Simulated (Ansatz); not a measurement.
Wavefunction ladder for C2H8OSSi (`CO[SiH](C)S`)

| atom | x (Å) | y (Å) | z (Å) |
| --- | --- | --- | --- |
| C1 | 1.2295 | -1.4091 | -1.0376 |
| O2 | 0.7589 | -0.7694 | 0.1246 |
| Si3 | -0.2121 | 0.5517 | 0.1051 |
| C4 | -0.6319 | 0.9291 | 1.8670 |
| S5 | -2.0390 | 0.2121 | -0.9698 |
| H6 | 1.7995 | -0.7207 | -1.6731 |
| H7 | 1.8878 | -2.2254 | -0.7362 |
| H8 | 0.4017 | -1.8238 | -1.6227 |
| H9 | 0.4874 | 1.6635 | -0.5957 |
| H10 | -1.1952 | 1.8614 | 1.9385 |
| H11 | -1.2359 | 0.1265 | 2.2967 |
| H12 | 0.2807 | 1.0229 | 2.4599 |
| H13 | -1.5313 | 0.5813 | -2.1565 |

Charge 0, multiplicity 1. The geometry is a stationary point of PBE0-D4/def2-TZVP. It is one conformer, not always the lowest. Frozen core, restricted reference, the Gaussian-basis code of Ansatz. CBS rows extrapolate triple and quadruple zeta; past MP2 they add the triple-zeta difference.

```
     basis     HF (Eh)  MP2 corr.
def2-TZVPP  -841.89310   -0.89127
def2-QZVPP  -841.92127   -0.95847
```

(1) Estimate the CCSD correlation energy and the (T) correction in each basis where they were run (hartree).

## Answers

(1) 
| basis | CCSD corr. | (T) |
| --- | --- | --- |
| def2-TZVPP | -0.94838 | -0.03719 |
| CBS(def2) | -1.06535 | as TZ |
